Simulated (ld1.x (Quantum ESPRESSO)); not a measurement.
# Configuration tests for nitrogen (N) (TM)

N, norm-conserving Troullier–Martins (Kleinman–Bylander form), made with ld1.x (Quantum ESPRESSO) 7.5 (revPBE, scalar-relativistic). Core [He], reference 2s2 2p3. Waves: 2p (bound): rc 1.25 bohr; 2s (bound): rc 0.90 bohr. Local part: the s channel. Core correction: a·sin(br)/r model core inside 0.95 bohr.

Energies are relative to the spin-unpolarised reference configuration 2s2 2p3; without spin polarisation the order of configurations can differ from experiment.

| valence configuration | charge | ΔE all-electron (eV) | error AE − PS (meV) |
| --- | --- | --- | --- |
| 2s2 2p1 | +2 | 42.321 | +62 |
| 2s2 2p0 | +3 | 89.295 | +364 |
| 2s1 2p3 | +1 | 25.417 | -7.7 |
| 2s2 2p2.5 | +0.5 | 5.066 | +0.3 |
| 2s1 2p0 | +4 | 167.138 | +626 |

Task: What are ΔE and the potential's error for 2s0 2p5?

Result: ΔE = 23.204 eV all-electron; the error (AE − PS) is +17 meV.

Task: What are ΔE and the potential's error for 2s2 2p2?

Result: ΔE = 13.536 eV all-electron; the error (AE − PS) is +4.4 meV.

Levels in the configuration 2s0 2p5:

```csv
level,all-electron (eV),pseudo (eV)
2p,-7.859,-7.868
```
